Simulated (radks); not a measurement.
Results of a calculation; reference values are marked as such.
All-electron atom: Ti in [Ar] 4s2 4p2 (not the ground configuration).

Code: a radial shooting solver on a logarithmic mesh with Libxc functionals. Model: scalar-relativistic Kohn-Sham, r2SCAN, spin-polarised, spherical densities, finite nucleus; open shells are filled with parallel spins first; meta-GGA in the generalised Kohn-Sham scheme; Fermi nuclear charge, rms radius 3.5921 fm.

Energy parts (eV):
| part | energy |
|---|---|
| total | -23218.642 |
| kinetic | 23416.132 |
| electron-nucleus | -54922.005 |
| Hartree | 9419.601 |
| exchange-correlation | -1132.370 |

Orbitals (lengths in bohr, moments of r in powers of bohr; r(max) is where P^2 peaks; r(90%) holds 90 % of the orbital's charge):
| orbital | occ. | eigenvalue (eV) | r(max) | r(90%) |
|---|---|---|---|---|
| 1s up | 1 | -4903.528 | 0.04556 | 0.124 |
| 1s down | 1 | -4903.437 | 0.04556 | 0.124 |
| 2s up | 1 | -560.9093 | 0.2685 | 0.503 |
| 2s down | 1 | -560.8689 | 0.2686 | 0.503 |
| 2p up | 3 | -465.6261 | 0.2198 | 0.476 |
| 2p down | 3 | -465.5360 | 0.2198 | 0.476 |
| 3s up | 1 | -78.3835 | 0.8587 | 1.46 |
| 3s down | 1 | -78.2426 | 0.8596 | 1.46 |
| 3p up | 3 | -52.9276 | 0.8856 | 1.58 |
| 3p down | 3 | -52.7933 | 0.8868 | 1.59 |
| 4s up | 1 | -8.6587 | 2.591 | 4.42 |
| 4s down | 1 | -7.1207 | 2.530 | 4.38 |
| 4p up | 2 | -4.1825 | 3.044 | 5.38 |
| 4p down | 0 | -2.5528 | 2.984 | 5.34 |

The highest occupied level is 4p up at -4.182 eV. The spin density at the nucleus is -0.2037 e/bohr^3 (1s -0.0977, 2s 0.0446, 3s 0.2432, 4s -0.3937). Summed over all electrons, <r^2> = 60.62 bohr^2, which gives a Langevin (diamagnetic) susceptibility term of -48 x 10^-6 cm^3/mol. The electron density at the nucleus is 8544 e/bohr^3 (large components only). The density falls to 0.001 e/bohr^3 at r = 5.15 bohr.
